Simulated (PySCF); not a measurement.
Species: C7H10F2.
Structure used (PBE0-D3(BJ)/def2-SVP), in Å, numbered top down from 1:
```
atom  x, y, z in Å
F1     1.9623   -0.8265    1.7729
C2     2.0478   -0.4166    0.4822
F3     2.6684   -1.4077   -0.2028
C4     0.6914   -0.1580   -0.0801
C5    -0.3262   -1.2828   -0.0324
C6    -1.6813   -0.5838   -0.1954
C7    -1.4929    0.8083    0.4238
C8    -0.0326    1.1378    0.1892
C9     0.5438    0.8664   -1.1681
H10    2.6930    0.4803    0.4527
H11   -0.2514   -1.7636    0.9565
H12   -0.1441   -2.0580   -0.7923
H13   -2.5046   -1.1465    0.2686
H14   -1.9346   -0.4908   -1.2632
H15   -2.1803    1.5570   -0.0020
H16   -1.6785    0.7776    1.5103
H17    0.4330    1.9189    0.7981
H18    1.4403    1.4279   -1.4455
H19   -0.1197    0.6495   -2.0099
```

Probes without a nucleus sit at each ring's centroid and 1 Å off its mean plane on both sides; NICS is minus the shielding there, NICSzz its component along the normal. Level: GIAO KT3/pcSseg-1 (PySCF, non-relativistic, gas phase) on the PBE0-D3(BJ)/def2-SVP geometry, one conformer.

Ring bond lengths (Å): C4–C5 1.518, C5–C6 1.533, C6–C7 1.535, C7–C8 1.515, C8–C4 1.509; C4–C8 1.509, C8–C9 1.499, C9–C4 1.502.

Question: What do the NICS probes read (ppm)?

Answer: 
```csv
ring,type,NICS(0),"NICS(1), two faces","NICS(1)zz, two faces",rms pucker (Å),"centre to ring atoms, mean (Å)"
C4–C5–C6–C7–C8,5-membered carbocycle; formal bonds all single,-9.3,-3.1 / -7.3,-3.5 / -5.3,0.14,1.28
C4–C8–C9,3-membered carbocycle; formal bonds all single,-43.6,-9.6 / -8.4,-23.8 / -22.0,0.00,0.87
```

Question: What can be read from them?

Answer: 
- C4–C5–C6–C7–C8: mean NICS(1)zz -4.4 ppm, shielded. C4, C5, C6, C7, C8 have four or more neighbours, and the NICS criterion for π rings isn't applied.
- C4–C8–C9: mean NICS(1)zz -22.9 ppm, shielded. C4, C8, C9 have four or more neighbours, so the value isn't read as a sign of a π ring current. NICS(0) lies 35 ppm below the mean NICS(1).

Question: How do the values depend on the level or the medium?

Answer: 
```csv
level,"NICS(0), C4–C5–C6–C7–C8","mean NICS(1)zz, C4–C5–C6–C7–C8","NICS(0), C4–C8–C9","mean NICS(1)zz, C4–C8–C9"
"KT3/pcSseg-1, gas",-9.3,-4.4,-43.6,-22.9
"PBE0/pcSseg-1, gas",-9.8,-4.5,-45.4,-24.2
```

The geometry is the same throughout.

Hardware: an Arm Neoverse N1 with one thread (shared host). Cost: 76 s. This is the whole shielding run at KT3/pcSseg-1, SCF included.
